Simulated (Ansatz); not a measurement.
Isolated molecules relaxed with PBE0-D4/def2-TZVP in Ansatz; ΔE leaves out vibrations. CBS: MP2 limit from def2 TZ/QZ plus the TZ coupled-cluster correction, frozen cores. This one scheme is used for every species. DFT in def2-TZVPP. B3LYP here is the variant with VWN-RPA as its local correlation; programs differ in this. For Br, Ge outer-core shells are correlated without core-valence functions, which leaves a few kJ/mol of doubt a bond. Scalar relativity is left out up to krypton.

Consider the formal exchange of groups at a Ge–F bond: `[CH3][GeH]([F])[Br]` + CH₄ → `[CH3][GeH]([CH3])[Br]` + H–F.

| level | ΔE (kJ/mol) |
| --- | --- |
| B3LYP | 92.2 |
| HF/CBS(def2) | 100.5 |

Q: What does CCSD(T)/CBS give? (Best estimate.)

A: Computed: +71.0 kJ/mol. The listed levels differ from it by 21.2, 29.5 kJ/mol.

Largest T1 diagnostic among the species: 0.010.

The D4 term adds −7.0 kJ/mol with B3LYP and −4.0 kJ/mol with PBE0; it sums over pairs of atoms, weighted by their polarisabilities, and B3LYP, whose exchange is more repulsive, gets the larger term. From PBE to PBE0 (25 % exact exchange), in def2-TZVPP and without D4, ΔE moves by −4.2 kJ/mol.
